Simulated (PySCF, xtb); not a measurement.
CdHBr, SMILES [Br][CdH].

GFN2-xTB in xtb at its own geometry gives an orbital gap of 5.71 eV and a dipole moment of 4.78 D.

Geometry optimised at B3LYP-D3(BJ)/def2-TZVP. The def2 effective core potentials stand for the cores of Cd; spin–orbit coupling is left out.

Problem. What does B3LYP/def2-TZVPD in PySCF give? (Estimate from the structure and the level; the computed values follow.)

Solution. gap 6.42 eV (levels -7.83 and -1.41 eV), dipole 2.24 D.
